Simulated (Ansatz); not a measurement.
`B[SiH](Cl)[SnH3]` + H–F → `[F][SnH3]` + `B[SiH2]Cl` at 700 K and 1 bar (cleavage of the Sn–Si bond).

Calculated with Ansatz (gas phase, PBE0-D4/def2-TZVP geometries, no zero-point term in ΔE). CBS: MP2 limit from def2 TZ/QZ plus the TZ coupled-cluster correction, frozen cores. This one scheme is used for every species. Elements past krypton have def2 core potentials. For Sn outer-core shells are correlated without core-valence functions, which leaves a few kJ/mol of doubt a bond.

```json
{"species": "`B[SiH](Cl)[SnH3]`", "CCSD(T)/CBS energy (Eh)": "-991.28328", "H − E (kJ/mol)": "222.0", "S (J/(mol·K))": "518.3"}
{"species": "H–F", "CCSD(T)/CBS energy (Eh)": "-100.39570", "H − E (kJ/mol)": "45.2", "S (J/(mol·K))": "198.5"}
{"species": "`[F][SnH3]`", "CCSD(T)/CBS energy (Eh)": "-315.62493", "H − E (kJ/mol)": "99.6", "S (J/(mol·K))": "325.6"}
{"species": "`B[SiH2]Cl`", "CCSD(T)/CBS energy (Eh)": "-776.05948", "H − E (kJ/mol)": "156.8", "S (J/(mol·K))": "388.5"}
```

H − E and S are ideal-gas, rigid-rotor, harmonic terms from PBE0-D4/def2-TZVP, for one conformer and one mirror image of each species. 1 Eh = 2625.50 kJ/mol, R = 8.31446 J/(mol·K).

Task: By hand: ΔE, ΔH, ΔS and ΔG.

Result: ΔE = (-315.62493) + (-776.05948) − (-991.28328) − (-100.39570) = -0.00543 Eh = -14.3 kJ/mol. Δ(H − E) = 99.6 + 156.8 − 222.0 − 45.2 = -10.8, so ΔH = -25.1 kJ/mol. ΔS = 325.6 + 388.5 − 518.3 − 198.5 = -2.7 J/(mol·K). ΔG = -25.1 − 700 × (-2.7)/1000 = -23.2 kJ/mol.

Task: By hand: the equilibrium constant, and the temperature at which ΔG would vanish if ΔH and ΔS stayed fixed.

Result: log₁₀ K = −ΔG/(RT ln 10) = 1.7. ΔG = 0 at ΔH/ΔS = 9296 K, far beyond where these terms or the molecules hold.

The number of gas molecules stays the same, so ΔS is small and ΔH decides. A doubt of 5 kJ/mol in ΔE shifts log₁₀ K by 0.4 here. Other conformers and mirror images would add mixing entropy, several J/(mol·K) or more a flexible species. Modes under 60 cm⁻¹, often nearly free rotors, make the harmonic entropy too high. These are equilibria of isolated gas molecules and say nothing of rates. Largest T1 diagnostic: 0.014 (customary marks: 0.02 for closed shells, 0.045 for open ones).
